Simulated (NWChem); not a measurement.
Molecule: GaNH₂BrCl; SMILES [NH2][Ga]([Cl])[Br]

```xyz
6

Ga    -0.3382     0.5110    -0.0206
Cl     1.1944     2.0304     0.0145
Br     0.2837    -1.7035     0.0070
N     -2.0877     0.9995     0.0758
H     -2.7964     0.3253    -0.1888
H     -2.3400     1.9442    -0.1911
```
Atoms are numbered in this order, from 1.

Computed with NWChem. Structure relaxed at the B3LYP/6-31G* (spherical d) level.

### Question
Taking Hartree-Fock/pcseg-2 as the yardstick, which of these has the fewest basis functions while keeping “dipole (D)” within 0.2 D of it: Hartree-Fock/STO-3G; Hartree-Fock/aug-pcseg-1; Hartree-Fock/pcseg-1; Hartree-Fock/def2-SVP?

### Answer
Hartree-Fock/pcseg-1.
```tsv
level	basis functions	dipole (D)
Hartree-Fock/STO-3G	52	3.13
Hartree-Fock/pcseg-1	96	2.73
Hartree-Fock/def2-SVP	106	2.71
Hartree-Fock/aug-pcseg-1	140	2.51
Hartree-Fock/pcseg-2	178	2.56
```

The yardstick is one finite set, not the basis-set limit.
